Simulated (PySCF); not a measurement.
# Gas-phase thermal properties of Sr(OH)2

Method: PySCF energies (xtb for GFN2) plus ideal-gas RRHO corrections (1 bar). Table values come from the NASA 1993 polynomials. All species are closed-shell singlets. Sr: scalar-relativistic def2 core potential, no spin-orbit coupling. The harmonic model lacks anharmonicity and excited electronic states, which grow with temperature; levels with a mode under 35 cm⁻¹ are left out. Soft modes under 120 cm⁻¹ make the harmonic entropy rough for Sr(OH)2. The table's entry may be an old estimate for Sr(OH)2 (not checked at source).

```json
[
 {"level": "table", "point group": "-", "σ": "-", "ZPE (kJ/mol)": "-", "S°298 (J/mol/K)": "305.1", "Cp298 (J/mol/K)": "76.2", "S°1000 (J/mol/K)": "408.6", "H1000 − H298 (kJ/mol)": "61.1"},
 {"level": "GFN2-xTB", "point group": "C2v", "σ": "2", "ZPE (kJ/mol)": "56.1", "S°298 (J/mol/K)": "319.3", "Cp298 (J/mol/K)": "80.4", "S°1000 (J/mol/K)": "425.0", "H1000 − H298 (kJ/mol)": "62.1"},
 {"level": "PBE/def2-SVP", "point group": "C2v", "σ": "2", "ZPE (kJ/mol)": "62.2", "S°298 (J/mol/K)": "301.8", "Cp298 (J/mol/K)": "75.7", "S°1000 (J/mol/K)": "405.0", "H1000 − H298 (kJ/mol)": "60.9"},
 {"level": "PBE0/def2-TZVP", "point group": "C2v", "σ": "2", "ZPE (kJ/mol)": "64.2", "S°298 (J/mol/K)": "301.9", "Cp298 (J/mol/K)": "75.5", "S°1000 (J/mol/K)": "404.9", "H1000 − H298 (kJ/mol)": "60.7"}
]
```
σ: rotational symmetry number. Electronic degeneracy used: 1. Frequencies are unscaled.
